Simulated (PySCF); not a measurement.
# Two probes of the same atoms: core binding energy and nuclear shielding

Compound: C3H3ClO2S.
Atom-mapped SMILES: `[CH:1]#[C:2][CH2:3][S:4](=[O:5])(=[O:6])[Cl:7]`

Binding energies: PySCF 2.14.0, delta-SCF UKS SCAN, pcX-2 on the ionised atom, pcseg-1 elsewhere, spin-free X2C. Shieldings: GIAO PBE0/pcSseg-1, non-relativistic, same geometry.

```csv
atom,C 1s (eV)
C1,291.10
C2,291.62
C3,293.13
```

**Question.** What are the absolute isotropic shieldings of these atoms?

**Answer.** 
| atom | environment | C 1s (eV) | isotropic shielding (ppm) |
| --- | --- | --- | --- |
| C1 | terminal alkyne carbon | 291.10 | 97.3 |
| C2 | alkyne carbon | 291.62 | 111.4 |
| C3 | sp3 carbon bound to sulfur | 293.13 | 126.3 |

**Question.** Among the listed atoms, is the one with the highest binding energy also the least shielded?

**Answer.** No. The highest binding energy is at C3 (293.13 eV, shielding 126.3 ppm), the lowest shielding at C1 (97.3 ppm, 291.10 eV).

By binding energy: C1 < C2 < C3. By shielding: C1 < C2 < C3.

Spin contamination (⟨S²⟩ against 0.75 for a pure doublet) is marked for C 1s of C2 (0.85), which makes this value less certain. Geometry: GFN2-xTB, one conformer, isolated molecule.

Conformer computed: `[CH:1]#[C:2][CH2:3][S:4](=[O:5])(=[O:6])[Cl:7]`: C2–C3–S4–O5 -54°.
